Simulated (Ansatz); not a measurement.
Reaction (cleavage of the B–B bond): `FBBF` + H–F → `FBF` + `BF`

Program: Ansatz. Geometries: PBE0-D4/def2-TZVP. ΔE: electronic, gas phase. CCSD(T)/CBS is the MP2 limit (def2-TZVPP, def2-QZVPP) plus CCSD(T) − MP2 in def2-TZVPP, frozen cores. This one scheme is used for every species. Functionals use def2-TZVPP. One conformer a species, not always the lowest.

CCSD(T)/CBS gives -197.7 kJ/mol.

**Question.** Another level gave -194.6 kJ/mol. Which?
A. BHLYP/def2-TZVPP
B. PBE0-D4/def2-TZVPP
C. CAM-B3LYP-D4/def2-TZVPP
D. CCSD(T)/def2-TZVPP

**Answer.** B. PBE0-D4 -194.6, CCSD(T)/def2-TZVPP -202.9, CAM-B3LYP-D4 -207.8, BHLYP -212.0 kJ/mol.

Largest T1 diagnostic among the species: 0.014.

From BLYP to BHLYP (50 % exact exchange), in def2-TZVPP and without D4, ΔE moves by −8.4 kJ/mol. Leaving LDA and LC-ωPBE aside and taking each functional with its dispersion term where it has one, the values, not all of them listed here, spread over 21.9 kJ/mol, from BHLYP-D4 to revPBE-D4. LDA lies −5.6 kJ/mol from PBE without D4.
